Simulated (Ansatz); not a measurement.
`[SiH3][N]([SiH3])[ZnH]` + silanol → `[SiH3][O][ZnH]` + `[SiH3]N[SiH3]` at 500 K and 1 bar (ligand exchange at a Zn–N bond).

Computed with Ansatz on PBE0-D4/def2-TZVP structures; ΔE is electronic, products minus reactants. CBS: MP2 limit from def2 TZ/QZ plus the TZ coupled-cluster correction, frozen cores. This one scheme is used for every species. For Zn outer-core shells are correlated without core-valence functions, which leaves a few kJ/mol of doubt a bond. Scalar relativity is left out up to krypton.

```csv
species,CCSD(T)/CBS energy (Eh),H − E (kJ/mol),S (J/(mol·K))
`[SiH3][N]([SiH3])[ZnH]`,-2415.49005,216.7,444.6
`O[SiH3]`,-366.69042,127.5,292.9
`[SiH3][O][ZnH]`,-2145.08513,128.8,378.5
`[SiH3]N[SiH3]`,-637.10515,216.0,394.7
```

H − E and S are ideal-gas, rigid-rotor, harmonic terms from PBE0-D4/def2-TZVP, for one conformer and one mirror image of each species. 1 Eh = 2625.50 kJ/mol, R = 8.31446 J/(mol·K).

By hand: ΔE, ΔH, ΔS and ΔG.

ΔE = (-2145.08513) + (-637.10515) − (-2415.49005) − (-366.69042) = -0.00981 Eh = -25.8 kJ/mol. Δ(H − E) = 128.8 + 216.0 − 216.7 − 127.5 = 0.6, so ΔH = -25.2 kJ/mol. ΔS = 378.5 + 394.7 − 444.6 − 292.9 = 35.7 J/(mol·K). ΔG = -25.2 − 500 × (35.7)/1000 = -43.0 kJ/mol.

By hand: the equilibrium constant, and the temperature at which ΔG would vanish if ΔH and ΔS stayed fixed.

log₁₀ K = −ΔG/(RT ln 10) = 4.5. ΔH and −TΔS have one sign here, so there is no such temperature.

TΔS isn't small against ΔH here. A doubt of 5 kJ/mol in ΔE shifts log₁₀ K by 0.5 here. Other conformers and mirror images would add mixing entropy, several J/(mol·K) or more a flexible species. Modes under 60 cm⁻¹, often nearly free rotors, make the harmonic entropy too high. These are equilibria of isolated gas molecules and say nothing of rates. Largest T1 diagnostic: 0.016 (customary marks: 0.02 for closed shells, 0.045 for open ones).
